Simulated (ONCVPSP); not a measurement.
Potentials for Fe (Z = 26) compared

Generated with ld1.x 7.5 (TM, RRKJ, ultrasoft, PAW), atompaw 4.2 or ONCVPSP 4.0.1. The cutoff is in Ry: for ld1.x and atompaw files where the sum of valence levels is converged to 10 mRy in a Bessel basis, for ONCV files where the hardest occupied wave has 1 mHa per electron of residual kinetic energy. The error is the largest all-electron minus pseudo excitation energy over each file’s own four to seven test configurations (ionisations up to +4, promotions, holes and added fractions of an electron), all of which were solved. The labels leave out finer settings (local radius, basis sizes, second energies), which also bear on the numbers. Spin-polarised tests are not counted. The rows are a selection from randomly drawn settings: files with unsolved tests, undetermined cutoffs or missed reference levels are left out.

A true bound ghost makes a file unfit for plane-wave use even where its test errors are small: the radial tests pick states by their node count and pass the ghost by.

```tsv
potential	cutoff (Ry)	largest error (meV)	bound ghosts
ONCV, PBEsol, scalar-relativistic, rc 1.35/1.05/1.05 (spd), local d, core correction yes, reference 3s2 3p6 3d6 4s2, qcut 8/10.9/17.6, projectors 2/2/0	197	-14	p
ONCV, PBE, scalar-relativistic, rc 2.35/2.50/1.40 (spd), local smoothed, core correction yes, reference 3d6 4s2, qcut 3.5/2.6/11.1, projectors 2/1/1	94	-109	s
ONCV, PBE, scalar-relativistic, rc 1.30/1.65/1.20 (spd), local smoothed, core correction yes, reference 3s2 3p6 3d6 4s1.5 4p0.5, qcut 11.9/9.1/14.6, projectors 2/2/1	144	+4.5	none
ONCV, PBE, scalar-relativistic, rc 1.25/1.00/1.10 (spd), local smoothed, core correction yes, reference 3s2 3p6 3d6 4s2, qcut 7.9/16.2/14.7, projectors 2/2/2	158	+9.0	none
ONCV, PBE, scalar-relativistic, rc 1.50/0.75/1.40 (spd), local smoothed, core correction yes, reference 3s2 3p6 3d6 4s2, qcut 7.7/13.2/9.7, projectors 2/2/1	135	+26	none
ONCV, PBE, scalar-relativistic, rc 2.05/1.95/1.20 (spd), local smoothed, core correction no, reference 3d6 4s2, qcut 3.2/3.4/13.2, projectors 3/3/2	133	+231	p
ONCV, BLYP, scalar-relativistic, rc 1.20/1.05/1.60 (spd), local smoothed, core correction yes, reference 3s2 3p6 3d6.5 4s1.5, qcut 10.7/13.2/11.8, projectors 2/1/2	93	+5.8	none
```

**Question.** Fill in the row for Fe: ONCV, PBE, scalar-relativistic, rc 1.10/1.00/1.45/1.15 (spdf), local smoothed, core correction yes, reference 3s2 3p6 3d5, qcut 9.7/13.1/13.1/10.1, projectors 2/2/2/3.

**Answer.** cutoff 119 Ry, largest error +25 meV, bound ghosts: none.
